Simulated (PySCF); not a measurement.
F3GeHS, SMILES [F][Ge]([F])([F])[SH].

Geometry: PBE-D3(BJ)/def2-SVP. The structure was generated by enumeration, and PubChem lists no compound with its InChIKey, so it may never have been made. One conformer was computed; it need not be the lowest.

All values below come from PBE-D3(BJ)/def2-SVP (PySCF).

Frequencies are harmonic and unscaled.

A small imaginary wavenumber (i) marks a very flat motion, where grid noise or a shallow saddle decides the sign.

Computed harmonic wavenumbers and intensities:
```tsv
mode	ν (cm⁻¹)	IR (km/mol)	moving atoms (share of kinetic energy)
1	7i	16.6	H 79 %, F 20 %
2	147	2.6	F 62 %, S 25 %, Ge 11 %
3	172	11.1	F 49 %, S 28 %, H 15 %, Ge 8 %
4	225	16.2	F 81 %, Ge 17 %
5	227	10.7	F 76 %, Ge 20 %
6	251	42.7	F 71 %, S 14 %, Ge 14 %
7	418	31.0	S 62 %, Ge 28 %
8	694	64.2	F 85 %, Ge 13 %
9	731	51.4	F 47 %, H 40 %, Ge 10 %
10	731	73.0	F 74 %, Ge 25 %
11	755	31.1	H 50 %, F 30 %, Ge 17 %
12	2609	3.8	H 97 %
```
